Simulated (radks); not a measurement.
The numbers below are computed, except where a source is named.
Task: Tb+, configuration [Xe] 4f9 6s1. Level of theory: Dirac Kohn-Sham, BLYP, spin-unpolarised, spherical densities, point nucleus; open shells fill j = l - 1/2 first (a radial shooting solver on a logarithmic mesh with Libxc functionals). Some entries of the table are withheld. Estimate them.

orbital  occ.  eigenvalue (eV)  r(max) (bohr)
1s1/2       2        -51817.87        0.01364
2s1/2       2        -8590.107        0.07766
2p1/2       2        -8163.344            (1)
2p3/2       4        -7416.440            (2)
3s1/2       2        -1909.463         0.2200
3p1/2       2        -1723.985         0.2073
3p3/2       4        -1569.821         0.2198
3d3/2       4              (3)         0.1743
3d5/2       6              (4)         0.1778
4s1/2       2        -382.7891         0.5050
4p1/2       2              (5)         0.5088
4p3/2       4              (6)         0.5354
4d3/2       4        -156.2811            (7)
4d5/2       6        -150.0815            (8)
5s1/2       2         -53.5802          1.182
5p1/2       2         -34.0924          1.293
5p3/2       4         -29.7073          1.376
4f5/2       6          -9.4950         0.5528
6s1/2       1              (9)          3.267
4f7/2       3          -8.7125         0.5581

Result: 
(1) 2p1/2 r(max) (bohr): 0.05858
(2) 2p3/2 r(max) (bohr): 0.06451
(3) 3d3/2 eigenvalue (eV): -1250.383
(4) 3d5/2 eigenvalue (eV): -1216.746
(5) 4p1/2 eigenvalue (eV): -310.1613
(6) 4p3/2 eigenvalue (eV): -275.8162
(7) 4d3/2 r(max) (bohr): 0.5420
(8) 4d5/2 r(max) (bohr): 0.5506
(9) 6s1/2 eigenvalue (eV): -8.7792
